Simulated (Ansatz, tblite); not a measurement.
Cost and result up the ladder for (AgH)3 ring (Ag₃H₃) (6 atoms). Charge 0, multiplicity 1. Geometry: PBE0-D4/def2-TZVP.

Cartesian coordinates in Å:
```
Ag -1.153 0.761 0.751
H -1.882 0.011 -0.771
Ag -0.302 -0.752 -1.347
H 1.491 -0.985 -0.972
Ag 1.455 -0.008 0.596
H 0.391 0.974 1.743
```

Ansatz on 4 threads of Intel Xeon on a shared host; xTB runs through tblite on one thread. Times are rough, summed over both states, and most runs start from the orbitals of an earlier one. PBE0-D4/def2-TZVP serves as the yardstick here, not as an exact answer. The other state is a triplet.

In the def2 sets Ag takes a core potential; there is no spin–orbit coupling. The xTB rows come from tblite.

Run but left out: PBE-D4/def2-TZVP (triplet: an occupied level 0.06 eV above an empty one).

xTB has no spin-polarisation term.

| level | functions | wall time |
| --- | --- | --- |
| GFN2-xTB | 30 | 0.012 s |
| GFN1-xTB | 33 | 0.054 s |
| PBE0-D4/def2-TZVP (with forces) | 138 | 11 s |
| r2SCAN-D4/def2-TZVP | 138 | 13 s |

(1) Estimate what each level gives for the vertical triplet (eV).

Answers

(1) 
| level | vertical triplet (eV) | difference from PBE0-D4/def2-TZVP (eV) |
| --- | --- | --- |
| GFN2-xTB | 2.51 | -1.21 |
| GFN1-xTB | 3.38 | -0.33 |
| PBE0-D4/def2-TZVP (with forces) | 3.72 | 0.00 |
| r2SCAN-D4/def2-TZVP | 3.32 | -0.40 |
